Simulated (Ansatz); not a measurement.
CH$_{7}$FSSi$_{2}$, SMILES `C[SiH2]S[SiH2]F`, relaxed with RKS PBE-D4/def2-SVP in Ansatz from a rough embedded geometry. The force threshold is 0.03 eV/Å; the program also tests the step.

The species carries charge 0 and has multiplicity 1.

Start:

```xyz
12

C     0.128   -0.525    1.803
Si   -0.947    0.479    0.639
S    -1.228   -0.599   -1.211
Si    0.598   -0.056   -2.046
F     0.609    1.516   -2.317
H     0.186    0.027    2.759
H    -0.326   -1.462    1.968
H     1.131   -0.642    1.424
H    -2.276    0.654    1.222
H    -0.377    1.834    0.303
H     0.768   -0.796   -3.388
H     1.734   -0.430   -1.157
```

Problem. How much energy does the relaxation release, and in how many steps? (An estimate is asked.)

Solution. Computed: 21.00 kJ/mol, in 9 steps.

Problem. Which bonds change most? (Estimate.)

Solution. Computed: S3–Si4 from 2.081 to 2.138 Å; C1–H7 from 1.054 to 1.108 Å; Si4–H11 from 1.542 to 1.497 Å; Si4–F5 from 1.595 to 1.639 Å.

Problem. Give the relaxed structure. (An estimate is asked.)

Solution. Computed: 
```xyz
12

C     0.087   -0.577    1.870
Si   -0.930    0.475    0.686
S    -1.237   -0.553   -1.218
Si    0.612   -0.007   -2.141
F     0.561    1.513   -2.752
H     0.207   -0.054    2.841
H    -0.411   -1.550    2.053
H     1.095   -0.773    1.453
H    -2.309    0.726    1.223
H    -0.247    1.789    0.416
H     0.829   -0.957   -3.278
H     1.743   -0.034   -1.154
```
